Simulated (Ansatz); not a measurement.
`C=C(F)B(O)F` + `CN(C)B[SiH3]` → `CN(C)B(O)F` + `C=C(F)B[SiH3]`  (redistribution)

Isolated molecules relaxed with PBE0-D4/def2-TZVP in Ansatz; ΔE leaves out vibrations. CBS: MP2 limit from def2 TZ/QZ plus the TZ coupled-cluster correction, frozen cores. DFT in def2-TZVPP. B3LYP here is the variant with VWN-RPA as its local correlation; programs differ in this. One conformer a species, not always the lowest.

```json
{"level": "PBE-D4", "ΔE (kJ/mol)": "52.3", "difference from CCSD(T)/CBS": "4.9"}
{"level": "B3LYP-D4", "ΔE (kJ/mol)": "46.4", "difference from CCSD(T)/CBS": "-1.0"}
{"level": "ωB97X-V", "ΔE (kJ/mol)": "46.0", "difference from CCSD(T)/CBS": "-1.4"}
{"level": "ωB97M-V", "ΔE (kJ/mol)": "47.3", "difference from CCSD(T)/CBS": "-0.1"}
{"level": "B2PLYP", "ΔE (kJ/mol)": "47.0", "difference from CCSD(T)/CBS": "-0.4"}
{"level": "PBE", "ΔE (kJ/mol)": "51.6", "difference from CCSD(T)/CBS": "4.2"}
{"level": "r2SCAN", "ΔE (kJ/mol)": "46.1", "difference from CCSD(T)/CBS": "-1.3"}
{"level": "PBE0", "ΔE (kJ/mol)": "47.1", "difference from CCSD(T)/CBS": "-0.3"}
{"level": "B3LYP", "ΔE (kJ/mol)": "45.3", "difference from CCSD(T)/CBS": "-2.1"}
{"level": "HF/def2-TZVPP", "ΔE (kJ/mol)": "30.3", "difference from CCSD(T)/CBS": "-17.1"}
{"level": "MP2/def2-TZVPP", "ΔE (kJ/mol)": "49.9", "difference from CCSD(T)/CBS": "2.5"}
{"level": "SCS-MP2/def2-TZVPP", "ΔE (kJ/mol)": "48.1", "difference from CCSD(T)/CBS": "0.7"}
{"level": "MP2/def2-QZVPP", "ΔE (kJ/mol)": "48.9", "difference from CCSD(T)/CBS": "1.5"}
{"level": "SCS-MP2/def2-QZVPP", "ΔE (kJ/mol)": "47.0", "difference from CCSD(T)/CBS": "-0.4"}
{"level": "MP2/CBS(def2)", "ΔE (kJ/mol)": "48.2", "difference from CCSD(T)/CBS": "0.8"}
{"level": "CCSD/CBS(def2)", "ΔE (kJ/mol)": "44.4", "difference from CCSD(T)/CBS": "-3.0"}
{"level": "CCSD(T)/CBS", "ΔE (kJ/mol)": "47.4", "difference from CCSD(T)/CBS": "0"}
```

Largest T1 diagnostic among the species: 0.013.

In def2-TZVPP, CCSD(T) changes the Hartree–Fock value by +18.9 kJ/mol (the triples alone add +3.0 kJ/mol) and MP2 by +19.6 kJ/mol. From PBE to PBE0 (25 % exact exchange), in def2-TZVPP and without D4, ΔE moves by −4.5 kJ/mol.
